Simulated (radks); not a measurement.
Question: Radial electron density D(r) = 4 pi r^2 rho(r) of an atom or ion with 48 electrons. Method: non-relativistic Kohn-Sham, LDA (Slater exchange, Perdew-Wang correlation), spin-polarised, spherical densities, point nucleus; computed with a radial shooting solver on a logarithmic mesh with Libxc functionals.

r (bohr),D(r) (e/bohr)
0.001491,2.238
0.001722,2.916
0.001973,3.731
0.002279,4.823
0.002611,6.120
0.003015,7.833
0.003454,9.832
0.003989,12.42
0.00457,15.36
0.005278,19.07
0.006047,23.15
0.006984,28.08
0.008001,33.25
0.009241,39.13
0.01059,44.85
0.01223,50.77
0.01401,55.83
0.01618,60.17
0.01853,62.90
0.02123,64.02
0.02452,63.41
0.0281,61.47
0.03245,58.75
0.03717,56.65
0.04293,56.24
0.04919,58.49
0.0568,63.88
0.06508,70.90
0.07516,78.24
0.08611,82.62
0.09945,82.45
0.1139,77.48
0.1316,69.27
0.1507,62.36
0.1741,59.54
0.1995,61.97
0.2304,66.99
0.2639,69.09
0.3048,64.20
0.3492,52.73
0.4001,38.58
0.462,26.67
0.5293,21.74
0.6113,22.33
0.7004,24.57
0.8088,24.79
0.9267,21.77
1.07,16.42
1.226,11.24
1.416,6.986
1.622,4.379
1.874,2.729
2.147,1.757
2.479,1.041
2.84,0.5625
3.28,0.2431
3.758,0.08837
4.34,0.02304
4.972,0.004825
5.742,0.0006475

What is the nuclear charge?

Answer: Z = 51. The innermost maximum, from 1s, lies near 1/Z = 0.0196 bohr (found: 0.0217), and its height grows with Z. The density is that of the antimony ion Sb3+ in [Kr] 4d10 5s2; the configuration itself is not fixed sharply by these data, and Z only to a few units. D(r) has 4 maxima, at r = 0.0217, 0.0918, 0.260, 0.759 bohr, and minima at 0.0409, 0.174, 0.555 bohr, inside which lie 2.01, 11.37, 29.00 electrons.
